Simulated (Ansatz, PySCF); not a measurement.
C2H5ClGaN, SMILES C=[CH][Ga]([NH2])[Cl]. Atoms are numbered in the order given.

```xyz
10

Ga     0.1170     0.0817     0.0896
Cl    -1.9697     0.1768     0.6433
C      0.6637    -0.9157    -1.4734
C      1.9465    -1.0195    -1.8555
H     -0.1038    -1.4202    -2.0749
H      2.2464    -1.5894    -2.7449
H      2.7658    -0.5426    -1.3026
N      1.1940     0.9937     1.2080
H      0.8393     1.4970     2.0136
H      2.2002     1.0741     1.1207
```

Geometry: r2SCAN-D4/def2-SVP. The structure was generated by enumeration; whether it is a known compound was not checked. Other conformers were not sampled.

Two levels are set side by side: PBE-D3(BJ)/def2-SVP (Ansatz, a first-principles code) and r2SCAN-D4/def2-SVP (Ansatz). Each level has its own optimised geometry; the coordinates shown are those of the second. Frequencies come from the Hessian of PySCF at each geometry. Differences are taken from unrounded values.

```tsv
quantity	r2SCAN-D4
mean bond length (Å)	1.395
bond Ga1–Cl2 (Å)	2.161
bond Ga1–C3 (Å)	1.933
bond Ga1–N8 (Å)	1.801
bond C3–C4 (Å)	1.343
bond C3–H5 (Å)	1.098
bond C4–H6 (Å)	1.098
bond C4–H7 (Å)	1.097
bond N8–H9 (Å)	1.014
bond N8–H10 (Å)	1.013
highest harmonic wavenumber (cm⁻¹)	3707
mean harmonic wavenumber (cm⁻¹)	1242
zero-point energy (kcal/mol)	42.60
```

Task: What does PBE-D3(BJ) give, and how far is it from r2SCAN-D4? (The exact figures need the calculation; the answer reports its results.)

Result: 
```tsv
quantity	PBE-D3(BJ)	PBE-D3(BJ) minus r2SCAN-D4
mean bond length (Å)	1.405	0.009
bond Ga1–Cl2 (Å)	2.176	0.015
bond Ga1–C3 (Å)	1.947	0.013
bond Ga1–N8 (Å)	1.815	0.015
bond C3–C4 (Å)	1.348	0.006
bond C3–H5 (Å)	1.104	0.007
bond C4–H6 (Å)	1.105	0.007
bond C4–H7 (Å)	1.104	0.007
bond N8–H9 (Å)	1.021	0.007
bond N8–H10 (Å)	1.020	0.007
highest harmonic wavenumber (cm⁻¹)	3626	-81
mean harmonic wavenumber (cm⁻¹)	1208	-33
zero-point energy (kcal/mol)	41.46	-1.15
```
